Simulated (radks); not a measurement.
All-electron atom: Mo II in [Kr] 4d5 (the NIST ground configuration). Method: Dirac Kohn-Sham, PBE, spin-unpolarised, spherical densities, point nucleus; open shells fill j = l - 1/2 first; computed with a radial shooting solver on a logarithmic mesh with Libxc functionals.

Normalised radial functions P(r) = r R(r) (large component), r in bohr:

```
   r/bohr * 3d3/2, o 3d5/2, + 4p1/2 (the largest magnitude, 1.55, reaches the edge; | marks zero, & curves that meet)
  0.00208                             &
  0.00273                             &
 0.003583                             &
 0.004741                             &
 0.006223                             &
 0.008168                             &
  0.01081                             &+
  0.01419                             &+
  0.01862                             & +
  0.02464                             & +
  0.03234                             |& +
  0.04279                             |&  +
  0.05616                             | o* +
  0.07372                             |   o*+
  0.09754                             |    +  &
    0.128                             |  +        o*
    0.168                            +|                 &
   0.2223                       +     |                       &
   0.2919                    +        |                          &
   0.3831                     +       |                         &
   0.5069                            +|                    &
   0.6653                             |        +    &
   0.8733                             |      &        +
    1.155                             |  &              +
    1.517                             |&           +
    1.991                             &      +
    2.634                             &  +
    3.457                             &+
    4.538                             &
    6.004                             &
```

3d3/2: eigenvalue -229.34 eV, 0 radial nodes, <r> = 0.413 bohr, 90 % of the charge inside 0.661 bohr. 3d5/2: eigenvalue -226.02 eV, 0 radial nodes, <r> = 0.417 bohr, 90 % of the charge inside 0.666 bohr. 4p1/2: eigenvalue -46.858 eV, 2 radial nodes at r = 0.157, 0.515 bohr, <r> = 1.22 bohr, 90 % of the charge inside 1.81 bohr.
